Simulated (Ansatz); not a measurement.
Total energies of C₃H₉NOS₂W (`C[O][W](=[S])(=[S])[N](C)C`).

Z-matrix (Å, degrees):
```
W
C 1 2.988
S 1 2.136 2 89.0
O 1 1.863 2 106.6 3 109.7
S 1 2.136 2 130.1 3 -116.4
N 1 1.921 2 23.7 3 -155.1
C 1 3.021 2 124.1 3 100.2
C 1 2.981 2 47.6 3 -153.9
H 2 1.088 1 78.8 3 -26.7
H 2 1.097 1 122.0 3 78.4
H 2 1.096 1 123.8 3 -131.9
H 7 1.094 1 96.4 2 -96.4
H 7 1.092 1 134.5 2 28.8
H 7 1.094 1 96.0 2 153.6
H 8 1.097 1 122.0 2 75.8
H 8 1.096 1 123.9 2 -74.3
H 8 1.088 1 78.6 2 -179.3
```

The species carries charge 0 and has multiplicity 1. Correlated methods include outer-core shells of W, which these sets cover unevenly. W takes the def2 core potential. All single points use the PBE0-D4/def2-TZVP geometry. It is one conformer, not always the lowest. Basis def2-TZVPP, Ansatz.

RPA on PBE orbitals: Hartree–Fock energy of these orbitals -1109.73840 Eh, correlation -2.82701 Eh (frozen core).

| functional | kind | energy without D4 (Eh) | D4 term (kJ/mol) |
| --- | --- | --- | --- |
| LDA (SPW92) | LDA | -1108.56863 | – |
| BLYP | GGA | -1113.39206 | -113.2 |
| B97M-V | meta-GGA with VV10 | -1113.26759 | – |
| r2SCANh | meta-GGA hybrid, 10 % | -1113.30006 | -15.3 |
| r2SCAN0 | meta-GGA hybrid, 25 % | -1113.23005 | -17.0 |
| HSE06 (plane-wave form) | screened hybrid | -1112.88266 | -44.6 |
| CAM-B3LYP | range-separated hybrid | -1113.32959 | -49.1 |
| LC-ωPBE | long-range corrected hybrid | -1113.09630 | – |
| ωB97X-V | range-separated hybrid GGA with VV10 | -1113.24309 | – |
| B2PLYP | double hybrid | -1112.93072 | – |

(1) Give the same for PBE, revPBE, r2SCAN, PBE0, B3LYP, BHLYP, ωB97M-V, PBE-QIDH. (An estimate is asked.)

B3LYP takes the VWN-RPA correlation (the form of Gaussian; ORCA's B3LYP/G). HSE06 is the plane-wave form, built on full-range PBE exchange. The double hybrids freeze the cores in their second-order part.

## Answers

(1) Ansatz gave: 
```json
{"functional": "PBE", "kind": "GGA", "energy without D4 (Eh)": "-1112.89735", "D4 term (kJ/mol)": "-54.2"}
{"functional": "revPBE", "kind": "GGA", "energy without D4 (Eh)": "-1113.35072", "D4 term (kJ/mol)": "-139.9"}
{"functional": "r2SCAN", "kind": "meta-GGA", "energy without D4 (Eh)": "-1113.34844", "D4 term (kJ/mol)": "-14.2"}
{"functional": "PBE0", "kind": "global hybrid, 25 % exact exchange", "energy without D4 (Eh)": "-1112.91058", "D4 term (kJ/mol)": "-47.1"}
{"functional": "B3LYP", "kind": "global hybrid, 20 %", "energy without D4 (Eh)": "-1113.55437", "D4 term (kJ/mol)": "-87.0"}
{"functional": "BHLYP", "kind": "global hybrid, 50 %", "energy without D4 (Eh)": "-1113.18095", "D4 term (kJ/mol)": "-74.7"}
{"functional": "ωB97M-V", "kind": "range-separated hybrid meta-GGA with VV10", "energy without D4 (Eh)": "-1113.23310", "D4 term (kJ/mol)": "–"}
{"functional": "PBE-QIDH", "kind": "double hybrid", "energy without D4 (Eh)": "-1112.61485", "D4 term (kJ/mol)": "–"}
```

LC-ωPBE has ω = 0.4 bohr⁻¹.
